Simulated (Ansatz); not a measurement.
Born–Oppenheimer molecular dynamics of GeH$_{4}$ (5 atoms, charge 0, multiplicity 1). It starts from a relaxed structure.

The calculation used Ansatz, RHF/def2-SVP.

```json
{"ensemble": "NVE (velocity Verlet)", "time step": "0.5 fs", "steps asked": "166", "starting velocities drawn for": "700 K", "seed": "49176"}
```

First frame:

```xyz
5
Properties=species:S:1:pos:R:3
Ge 0.000 0.000 0.000
H 0.000 0.000 1.534
H 1.446 0.000 -0.511
H -0.722 1.252 -0.511
H -0.722 -1.252 -0.511
```

**Question.** What does the run give?

**Answer.** The run went to its last step.

| Item | Value |
| --- | --- |
| steps done | 166 |
| time covered | 83 fs |
| mean temperature over the second half | 337 K |
| spread of the potential energy over the second half | 10.9 meV per atom |
| mean potential energy of the second half above the start | 28.3 meV per atom |

The conserved energy stayed within 0.29 meV per atom of its start (net change 0.12 meV per atom), so the integration is sound. Over the second half the temperature averaged 0.48 of the 700 K drawn at the start: a run that starts near a minimum puts about half its kinetic energy into the potential. A run of 0.083 ps of so small a system gives no equilibrium averages.

**Question.** What happens to the structure?

**Answer.** The same pairs are bonded in the first frame and the last. Pairs count as bonded within 1.25 times the sum of covalent radii (0.12 Å more for H–H). The details hang on the random start.

**Question.** How do temperature and energy run in time?

**Answer.** 
```csv
time (fs),T (K),potential energy less start (eV),conserved less start (meV/atom)
0.0,700,0.000,0.00
2.5,418,0.110,0.20
5.0,275,0.166,0.17
7.5,267,0.168,0.09
10.0,66,0.247,0.24
12.5,239,0.180,0.20
15.0,600,0.039,0.02
17.5,495,0.080,0.19
20.0,477,0.087,0.14
22.5,436,0.103,0.07
25.0,94,0.236,0.24
27.5,105,0.232,0.22
30.0,371,0.128,0.05
32.5,331,0.144,0.22
35.0,529,0.067,0.11
37.5,621,0.031,0.04
40.0,290,0.160,0.21
42.5,200,0.195,0.20
45.0,286,0.161,0.06
47.5,134,0.221,0.25
50.0,371,0.128,0.13
52.5,597,0.040,0.04
55.0,412,0.113,0.20
57.5,393,0.120,0.17
60.0,409,0.113,0.04
62.5,96,0.236,0.26
65.0,201,0.194,0.16
67.5,410,0.113,0.07
70.0,331,0.144,0.21
72.5,477,0.087,0.15
75.0,595,0.041,0.02
77.5,268,0.169,0.24
80.0,232,0.182,0.16
82.5,292,0.159,0.10
```

Time of the run: 74 s on 1 thread of Arm Neoverse V1, with other jobs on the host, peak memory 0.086 GiB.
